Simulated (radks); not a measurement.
Spherical jellium clusters: N electrons in a uniform positive sphere of charge N and radius rs N^(1/3), rs = 2.89 bohr. Level of theory: non-relativistic Kohn-Sham, LDA (Slater exchange, Perdew-Wang correlation), spin-polarised, spherical densities (a radial shooting solver with Libxc functionals). Levels are named by radial order and angular momentum (1s, 1p, 1d, 2s, ...), and open shells are averaged over m. Each electron was tried in the lowest free levels, single moves between levels near the top were tried too, and the lowest total energy was kept; such a search can miss a lower state. Energies include the self-energy of the background; IP and EA are vertical (highest electron removed, lowest free level filled), at fixed background; spill-out counts the electrons outside the background radius R, and alpha is the static dipole polarisability from linear response (closed shells only). A dash means not computed or, for alpha, an open shell; in EA it means that no bound solution was reached, which is typical of self-interaction and does not show that the anion is unstable. Real open-shell clusters deform, which this model forbids.

N	open shells	2S	E(N+1) + E(N-1) - 2E(N) (eV)	-e(HOMO) (eV)	alpha/R^3
1	1s(up 1, down 0)	1	-	3.642	-
2	none	0	1.829	4.093	1.980
3	1p(up 1, down 0)	1	-0.874	2.335	-
4	1p(up 2, down 0)	2	-0.717	3.111	-
5	1p(up 3, down 0)	3	0.336	3.638	-
6	1p(up 3, down 1)	2	-0.583	3.315	-
7	1p(up 3, down 2)	1	-0.438	3.772	-
8	none	0	2.094	4.107	1.654
9	1d(up 1, down 0)	1	-0.395	2.148	-
10	1d(up 2, down 0)	2	-0.358	2.560	-
11	1d(up 3, down 0)	3	-0.318	2.895	-
12	1d(up 4, down 0)	4	-0.281	3.175	-
13	1d(up 5, down 0)	5	0.420	3.413	-
14	1d(up 5, down 0) 2s(up 1, down 0)	6	-0.242	3.059	-
15	1d(up 5, down 2)	3	-0.276	3.255	-
16	1d(up 5, down 3)	2	-0.222	3.476	-
17	1d(up 5, down 4)	1	-0.197	3.667	-
18	none	0	0.258	3.834	1.497
19	2s(up 1, down 0)	1	0.216	3.584	-
20	none	0	1.086	3.436	1.547
21	1f(up 1, down 0)	1	-0.204	2.416	-
22	1f(up 2, down 0)	2	-0.189	2.611	-
23	1f(up 3, down 0)	3	-0.176	2.787	-
24	1f(up 4, down 0)	4	-0.164	2.945	-
25	1f(up 5, down 0)	5	-0.152	3.089	-
26	1f(up 6, down 0)	6	-0.142	3.221	-
27	1f(up 7, down 0)	7	0.407	3.343	-
28	1f(up 7, down 1)	6	-0.154	2.944	-
29	1f(up 7, down 2)	5	-0.143	3.086	-
30	1f(up 7, down 3)	4	-0.133	3.216	-
31	1f(up 7, down 4)	3	-	3.336	-

All shells are closed at N = 2, 8, 18, 20 (there: 1s2 1p6 1d10 2s2); the second difference of the energy has clear peaks (12 % above both neighbours; the first and last values, which can be the largest, are not judged, and half-filled shells can peak too) at N = 5, 8, 13, 18, 20, 27.
